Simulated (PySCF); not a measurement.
C₅H₇O, SMILES O=C1C[CH]CC1, multiplicity 2.

The structure is a stationary point at ωB97X-D3(BJ)/def2-SVP. The isomer is the one that the SMILES or the coordinates give; other isomers of the formula were not compared. One conformer was computed; it need not be the lowest.

All values below come from ωB97X-D3(BJ)/def2-SVP (PySCF).

Frequencies are harmonic and unscaled.

| mode | ν (cm⁻¹) | IR (km/mol) | moving atoms (share of kinetic energy) |
|---|---|---|---|
| 1 | 76 | 5.5 | H 39 %, C 39 %, O 22 % |
| 2 | 117 | 2.5 | H 54 %, C 46 % |
| 3 | 374 | 26.4 | H 86 %, C 13 % |
| 4 | 454 | 4.6 | H 44 %, C 44 %, O 12 % |
| 5 | 478 | 9.3 | O 46 %, C 39 %, H 15 % |
| 6 | 617 | 3.4 | C 53 %, O 26 %, H 20 % |
| 7 | 673 | 0.6 | C 53 %, H 39 %, O 9 % |
| 8 | 745 | 3.3 | C 63 %, H 35 % |
| 9 | 810 | 2.2 | C 68 %, H 29 % |
| 10 | 869 | 1.0 | H 62 %, C 38 % |
| 11 | 934 | 0.9 | C 70 %, H 29 % |
| 12 | 950 | 1.9 | H 63 %, C 37 % |
| 13 | 996 | 9.2 | H 58 %, C 42 % |
| 14 | 1062 | 1.3 | H 79 %, C 21 % |
| 15 | 1091 | 0.6 | H 86 %, C 14 % |
| 16 | 1162 | 0.6 | H 70 %, C 29 % |
| 17 | 1184 | 58.8 | C 68 %, H 30 % |
| 18 | 1233 | 0.3 | H 77 %, C 22 % |
| 19 | 1284 | 1.5 | C 51 %, H 47 % |
| 20 | 1299 | 38.9 | C 61 %, H 39 % |
| 21 | 1345 | 0.9 | H 51 %, C 48 % |
| 22 | 1377 | 3.6 | C 56 %, H 43 % |
| 23 | 1409 | 15.2 | H 91 %, C 9 % |
| 24 | 1431 | 7.8 | H 92 % |
| 25 | 1463 | 9.1 | H 90 %, C 10 % |
| 26 | 1912 | 236.5 | C 64 %, O 36 % |
| 27 | 3018 | 27.5 | H 94 % |
| 28 | 3035 | 8.3 | H 94 % |
| 29 | 3071 | 4.2 | H 91 %, C 9 % |
| 30 | 3087 | 10.5 | H 93 % |
| 31 | 3098 | 12.3 | H 92 % |
| 32 | 3165 | 4.1 | H 91 %, C 9 % |
| 33 | 3242 | 8.7 | H 92 %, C 8 % |
